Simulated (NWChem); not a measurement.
BeSi$_{2}$H$_{6}$O; SMILES [SiH3][Be][O][SiH3]

```xyz
10

Be    -0.3507     0.2920     0.4304
Si    -1.5510     1.2771     1.9439
H     -1.9098     0.3481     3.0649
H     -2.8393     1.8049     1.3867
H     -0.8342     2.4423     2.5579
O      0.4360    -0.3548    -0.5556
Si     1.3570    -1.1176    -1.7006
H      0.4862    -1.9694    -2.5633
H      2.3792    -1.9777    -1.0352
H      2.0480    -0.1038    -2.5507
```
Atoms are numbered in this order, from 1.

Computed with NWChem. Pople sets run with spherical d functions. Structure relaxed at the PBE0/def2-SVP level. Vzz is the largest principal value of the second derivative of the potential at the nucleus (NWChem prints the opposite sign); η is the asymmetry. Non-relativistic.

For level B3LYP/cc-pVTZ:

- Vzz Be1 (a.u.): -0.216
- Vzz O6 (a.u.): 0.642

**Question.** How do the values read with level B3LYP/6-31G* instead?

**Answer.** 
| Property | Result |
|---|---|
| Vzz Be1 (a.u.) | -0.197 |
| Vzz O6 (a.u.) | 0.606 |
